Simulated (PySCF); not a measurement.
**`CC[SiH2]O[SiH2]O[SiH3]`: 4 charge schemes on one density**

C₂H₁₂O₂Si₃.
Atom-mapped SMILES: `[CH3:1][CH2:2][SiH2:3][O:4][SiH2:5][O:6][SiH3:7]` (hydrogens: H8, H9, H10 on C1; H11, H12 on C2; H13, H14 on Si3; H15, H16 on Si5; H17, H18, H19 on Si7)

Geometry (GFN2-xTB, Å), atoms numbered from 1 in this order:
```xyz
19
C2H12O2Si3 angstrom
C     -1.6296    1.0025   -0.9028
C     -1.7111    0.3505    0.4746
Si    -1.2402   -1.4937    0.4559
O      0.1519   -1.7362   -0.3432
Si     1.5841   -1.3027   -0.9508
O      2.1654    0.0059   -0.2009
Si     2.1476    1.2345    0.8521
H     -1.8778    2.0622   -0.8486
H     -2.3188    0.5260   -1.5973
H     -0.6230    0.9075   -1.3058
H     -2.7224    0.4698    0.8674
H     -1.0499    0.8915    1.1557
H     -1.0340   -1.9874    1.8191
H     -2.2066   -2.2932   -0.3003
H      1.3855   -0.9261   -2.3441
H      2.4960   -2.3998   -0.6681
H      1.2810    2.2823    0.3104
H      3.5436    1.6593    0.9186
H      1.6485    0.7564    2.1423
```

Density: PBE0/pcSseg-1 (PySCF); schemes: Mulliken, IAO, Hirshfeld and ESP-fitted. One conformer (not necessarily the lowest) at the GFN2-xTB geometry, without solvent, vibrations or thermal averaging.

**Question.** What partial charge does each atom carry?

**Answer.** In e:

```csv
atom,environment,Mulliken,IAO,Hirshfeld,ESP-fitted
C1,methyl carbon,-0.302,-0.405,-0.115,-0.208
C2,sp3 carbon bound to silicon,-0.612,-0.557,-0.159,-0.045
Si3,oxygen-bound silicon,+0.885,+1.011,+0.408,+0.426
O4,siloxane oxygen,-0.732,-0.886,-0.302,-0.373
Si5,oxygen-bound silicon,+1.036,+1.219,+0.461,+0.621
O6,siloxane oxygen,-0.731,-0.892,-0.304,-0.410
Si7,oxygen-bound silicon,+0.709,+0.881,+0.394,+0.564
H8,methyl hydrogen,+0.123,+0.144,+0.042,+0.067
H9,methyl hydrogen,+0.120,+0.139,+0.041,+0.065
H10,methyl hydrogen,+0.122,+0.133,+0.035,+0.045
H11,methylene hydrogen,+0.143,+0.150,+0.041,+0.039
H12,methylene hydrogen,+0.152,+0.141,+0.035,0.000
H13,Si–H hydrogen,-0.127,-0.153,-0.087,-0.112
H14,Si–H hydrogen,-0.127,-0.150,-0.086,-0.105
H15,Si–H hydrogen,-0.160,-0.172,-0.085,-0.119
H16,Si–H hydrogen,-0.144,-0.166,-0.083,-0.116
H17,Si–H hydrogen,-0.123,-0.150,-0.079,-0.109
H18,Si–H hydrogen,-0.110,-0.136,-0.078,-0.124
H19,Si–H hydrogen,-0.122,-0.150,-0.079,-0.105
```

Mean size of the charges over all atoms: IAO 0.402 e, Mulliken 0.346 e, ESP-fitted 0.192 e, Hirshfeld 0.153 e. Each set sums to the total charge, 0, to within 0.001 e. The ESP scheme is a least-squares fit of atom-centred charges to the potential on four shells outside the van der Waals surface, with the total charge fixed. The IAO scheme projects the occupied orbitals on a minimal set of polarised atomic orbitals and counts the electrons in each atom's part of it.

Lowest charge. The schemes don't all agree: Mulliken O4 (-0.732); IAO O6 (-0.892); Hirshfeld O6 (-0.304); ESP-fitted O6 (-0.410).

Highest charge. All schemes agree: Mulliken Si5 (+1.036); IAO Si5 (+1.219); Hirshfeld Si5 (+0.461); ESP-fitted Si5 (+0.621).

**Question.** How many electrons does the Mulliken scheme count on O6?

**Answer.** Z − q = 8 − (-0.731) = 8.731.

**Question.** Sum the charges by element.

**Answer.** 
| element | atoms | Mulliken | IAO | Hirshfeld | ESP-fitted |
| --- | --- | --- | --- | --- | --- |
| C | 2 | -0.914 | -0.962 | -0.275 | -0.253 |
| Si | 3 | +2.630 | +3.111 | +1.263 | +1.610 |
| O | 2 | -1.463 | -1.778 | -0.607 | -0.783 |
| H | 12 | -0.253 | -0.371 | -0.382 | -0.574 |

The run behind these numbers computed NMR shieldings as well. The run took 2.0 min of wall time (with the writing of density and orbital grids) on an Intel Xeon at 2.50 GHz with one thread, no GPU, shared host, and the process peaked at 0.91 GiB of memory.
